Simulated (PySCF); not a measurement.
## Curvature of the energy in the electron number along the third row, charge +2

Calculated with PySCF 2.14, in aug-cc-pVTZ, non-relativistic, aug-cc-pV(T+d)Z, non-relativistic, aug-cc-pVTZ-DK, spin-free X2C: one orbital is emptied in steps, and each cell gives the departure of E from the straight line at half an electron, in eV (from a cubic fit). The exact functional gives zero.

```tsv
species	orbital	LDA	PBE	r2SCAN	PBE0	BHandHLYP	LC-wPBE	UHF
Mg²⁺	2p beta	-3.79	-3.66	-3.31	-2.65	-1.65	-2.23	0.42
Al²⁺	3s alpha	-1.02	-1.09	-0.83	-0.80	-0.60	-0.12	0.01
P²⁺	3p alpha	-1.35	-1.31	-1.21	-0.96	-0.63	-0.24	0.10
S²⁺	3p alpha	-1.51	-1.46	-1.36	-1.06	-0.69	-0.32	0.14
Cl²⁺	3p alpha	-1.66	-1.61	-1.48	-1.17	-0.74	-0.43	0.18
Ar²⁺	3p beta	-1.69	-1.63	-1.49	-1.16	-0.74	-0.42	0.25
```

**Question.** How does the mean departure depend on the functional?

**Answer.** LDA -1.84 eV; PBE -1.79 eV; r2SCAN -1.61 eV; PBE0 -1.30 eV; BHandHLYP -0.84 eV; LC-wPBE -0.63 eV; UHF 0.18 eV. Semilocal functionals are convex (delocalisation error), Hartree-Fock is concave or straight, and exact exchange removes curvature roughly in proportion to its share, so among the functionals the range-separated hybrids usually come closest to zero.
